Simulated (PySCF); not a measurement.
# Excitation energy of Mo by level of theory

Mo [Kr] 4d5 5s1 (7S) → Mo [Kr] 4d4 5s1 5p1 (high-spin determinant), as a difference of total energies. Calculation: PySCF 2.14, in aug-cc-pwCVDZ-PP with ECP28MDF (6s6p5d3f, 70 functions); scalar relativity through the core potential. Correlated levels: valence: 4s2 4p6 frozen. The calculations carry no spin-orbit coupling.

```json
{"method": "UHF", "excitation energy (cm⁻¹)": "22858"}
{"method": "MP2 (valence)", "excitation energy (cm⁻¹)": "27228"}
{"method": "SCS-MP2 (valence)", "excitation energy (cm⁻¹)": "24315"}
{"method": "CCSD (valence)", "excitation energy (cm⁻¹)": "25778"}
{"method": "CCSD(T) (valence)", "excitation energy (cm⁻¹)": "25976"}
```

The coupled-cluster amplitudes are large for the upper state (T1 above 0.03 or a double amplitude above 0.15), so a single reference is strained.

The determinant of the upper state mixes LS terms, which raises its energy above the lowest term, most at the Hartree-Fock and MP2 levels.
